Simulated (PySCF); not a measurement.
## How methods differ on the excitation energy of Mn²⁺

Mn²⁺ [Ar] 3d5 (6S) → Mn²⁺ [Ar] 3d4 4s1 (6D), as a difference of total energies. Calculation: PySCF 2.14, in ANO-RCC-VTZP (6s5p3d2f1g, 59 functions); scalar relativity by spin-free X2C-1e. Correlated levels: valence and next inner shell: [Ne] frozen. The calculations carry no spin-orbit coupling.

```tsv
method	excitation energy (eV)
UHF	7.345
MP2 (valence and next inner shell)	8.042
SCS-MP2 (valence and next inner shell)	7.721
CCSD (valence and next inner shell)	7.757
CCSD(T) (valence and next inner shell)	7.750
```

Question: How much does correlation contribute at CCSD(T) (valence and next inner shell)?

Answer: 7.750 − (7.345) = 0.405 eV, measured against UHF.

A first-order spin-orbit estimate (lowest level to lowest level, LS coupling) adds -0.072 eV.

The basis was made for the ground configuration and has no added diffuse functions, so the excitation energy can come out too high.
